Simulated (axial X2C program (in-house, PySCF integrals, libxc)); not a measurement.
**Ga: configurations by level of theory**

Calculated with an in-house all-electron X2C program for linear molecules (integrals from PySCF), basis dyall-cv3z (cores contracted in-house), spin-free (one-electron X2C) and two-component (2c, atomic mean-field Coulomb and Gaunt terms). Energies in eV from the lowest row of each column (rows without correlated energies are left out; n/a marks j-coupled starts, which PBE0 does not hold); electrons by l are Mulliken totals of the Hartree–Fock solution, and PBE0 can relax to another configuration under the same block occupation. Coupled cluster uses truncated natural virtuals with an MP2 remainder. Frozen shells in the correlated columns: 3 s, 2 p.

Spin-free determinants:

```
electrons by l  M_S, M_L    HF   MP2  CCSD(T)  PBE0
    s8 p13 d10    1/2, 0  0.00  0.01     0.00  0.00
    s8 p13 d10    1/2, 1  0.06  0.00     0.00  0.06
```

Two-component determinants:

| electrons by l | 2M_J | HF | MP2 | CCSD(T) | PBE0 |
| --- | --- | --- | --- | --- | --- |
| s8 p13 d10 | 1 | 0.03 | 0.00 | 0.00 | 0.02 |
| s8 p13 d10 | 1 | 0.00 | 0.05 | 0.04 | 0.00 |
| s8 p13 d10 | 3 | 0.08 | 0.05 | 0.05 | 0.10 |

Ground level as tabulated from the NIST Atomic Spectra Database (leading term): 2S+1 = 2, L = 1, J = 1/2.

Single determinants need not be terms or J levels, so several rows can belong to one term; PBE0 has no current term and treats spin collinearly, and Hartree–Fock breaks spherical symmetry, which spreads rows that should be degenerate. The search is wide but not exhaustive and can miss a configuration; gaps between s and d configurations can be off by some tenths of an eV with this basis and core.

The run took 100 s on 1 thread of Intel(R) Xeon(R) Processor @ 2.30GHz (shared host).
